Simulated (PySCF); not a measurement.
Highest orbital energy against ionisation energy along group 16

Calculated with PySCF 2.14, no spin-orbit coupling. Each cell gives −ε(HOMO) / ΔSCF in eV; NIST values include spin-orbit coupling, (s) semi-empirical, (t) theoretical.

| species | UHF | LDA | PBE | PBE0 | r2SCAN | NIST (lowest levels) |
| --- | --- | --- | --- | --- | --- | --- |
| O²⁺ (aug-cc-pVQZ-DK, spin-free X2C) | 55.787 / 54.603 | 44.980 / 55.412 | 45.053 / 55.261 | 47.889 / 55.296 | 46.118 / 55.593 | 54.936 (s) |
| S²⁺ (aug-cc-pVQZ-DK, spin-free X2C) | 34.718 / 34.152 | 28.858 / 34.876 | 28.946 / 34.829 | 30.573 / 34.871 | 29.479 / 35.023 | 34.86 ± 0.04 (s) |
| Se²⁺ (aug-cc-pVQZ-DK, spin-free X2C) | 31.450 / 30.997 | 26.317 / 31.751 | 26.280 / 31.562 | 27.767 / 31.627 | 26.802 / 31.824 | 31.697 ± 0.019 |
| Te²⁺ (aug-cc-pVQZ-DK3, spin-free X2C) | 27.342 / 26.959 | 23.068 / 27.717 | 22.974 / 27.483 | 24.260 / 27.554 | 23.404 / 27.674 | 27.84 ± 0.04 |

**Question.** How far is −ε(HOMO) from ΔSCF on average for each method, and why?

**Answer.** UHF 0.65 eV; LDA -6.63 eV; PBE -6.47 eV; PBE0 -4.71 eV; r2SCAN -6.08 eV. Hartree-Fock orbital energies lack relaxation and so exceed the ΔSCF value; semilocal functionals have convex E(N) from self-interaction, so their HOMO lies far too high; exact exchange moves hybrids part of the way back.
